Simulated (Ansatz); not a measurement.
(HCd-mu-Br)2 (Cd2H2Br2). The state is a triplet with charge 0. Geometry r2SCAN-D4/def2-SVP, that of the neutral singlet; atoms count from 1.

```xyz
6

Cd    0.178    0.350   -1.850
H     0.314    0.663   -3.484
Br   -0.163   -1.836   -0.363
Cd   -0.179   -0.350    1.850
H    -0.357   -0.657    3.481
Br    0.208    1.830    0.367
```

In the def2 sets Cd takes a core potential; there is no spin–orbit coupling. At PBE0-D4/def2-TZVP a singlet of charge 0 lies 5.17 eV below the triplet at the same geometry.

Question: Estimate the Mulliken populations from the PBE0/def2-TZVP orbitals of Ansatz.

Answer: 
```
atom  charge (e)  spin (α − β)  d electrons
 Cd1        0.61         -0.05         9.98
  H2       -0.10          0.07            –
 Br3       -0.36          0.17            –
 Cd4        0.18          0.92         9.96
  H5        0.04          0.73            –
 Br6       -0.36          0.17            –
```
Mulliken values and Mayer orders depend strongly on the basis.

Question: Where does the spin sit?

Answer: Summed by element: Cd 0.87, H 0.80, Br 0.34, of 2 unpaired in all. Largest on single atoms: Cd4 0.92, H5 0.73, Br6 0.17.

Question: And the Mayer bond orders between bonded heavy atoms (over 0.3)?

Answer: Cd1–Br3 0.49 (2.66 Å); Cd1–Br6 0.49 (2.67 Å); Br3–Cd4 0.40 (2.67 Å); Cd4–Br6 0.40 (2.67 Å).
